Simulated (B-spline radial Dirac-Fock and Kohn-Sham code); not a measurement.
**Relativistic shifts of the levels of Lu¹³⁺**

System: lutetium as Lu¹³⁺, configuration [Kr] 4d10 4f10 5s2.

Both columns are ΔSCF binding energies of the configuration average from a radial B-spline solver: non-relativistic Hartree-Fock with a point nucleus, and Dirac-Fock with a finite nucleus and the Coulomb interaction alone, averaged over the two j levels with weights 2j+1.

```tsv
shell	Hartree-Fock (eV)	Dirac-Fock (eV)	shift (eV)	shift (%)
1s	59196.8	63911.0	+4714.20	+7.96
2s	9969.9	11210.6	+1240.67	+12.44
2p	9528.5	9937.2	+408.69	+4.29
3s	2499.3	2802.5	+303.18	+12.13
3p	2296.6	2409.1	+112.47	+4.90
3d	1923.6	1908.4	-15.22	-0.79
4s	724.9	800.8	+75.91	+10.47
4p	639.3	666.6	+27.31	+4.27
4d	485.6	482.8	-2.80	-0.58
4f	290.3	283.0	-7.30	-2.51
5s	273.8	291.9	+18.07	+6.60
```

Relativity binds 1s, 2s, 2p, 3s, 3p, 4s, 4p, 5s more strongly, among those listed most of all 2s in relative terms, and 3d, 4d, 4f more weakly, because the contracted s and p shells screen the nucleus better.

Values without a named source are computed, but for edge energies of neutral atoms, which are taken from tables.
